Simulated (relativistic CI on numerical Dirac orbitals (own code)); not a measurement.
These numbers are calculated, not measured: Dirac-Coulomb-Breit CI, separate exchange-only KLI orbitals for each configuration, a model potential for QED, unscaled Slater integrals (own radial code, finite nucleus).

The strongest absorption lines from the ground level of an ion, among the configurations computed and to levels below about 2930 eV (vacuum wavelength in Å, gf): 4.3592 (0.18), 4.3664 (0.19), 12.690 (0.93), 13.274 (0.94), 24.697 (0.67), 24.754 (0.83), 24.905 (0.69), 24.920 (0.44).

Question: Which ion is it?
A. Bi LXIV
B. Ra LXIX
C. Ta LIV
D. Bi LXII

Answer: A. Bi LXIV has 20 electrons and the ground level 3s²3p⁶3d² ³F2; the strongest line goes to 3s²3p⁵3d³ ³F°2. The pattern of lines fixes the number of electrons, and along that sequence the line energies rise steadily with the charge (about as its square where n changes within one kind of shell, about linearly where n is kept but much faster in heavy ions where fine structure, which grows about as Z⁴, sets the gap, and irregularly where shells cross), which fixes Z. Configurations outside the model, such as inner-shell arrays, can give stronger lines. At this charge energies of transitions that change n are usually good to better than 1 %, and those within a shell (Δn = 0) to a few per cent.

LS names give the leading component of a level, which can be under half, so a name can repeat, a term be missing and a line seem to break the LS rules.
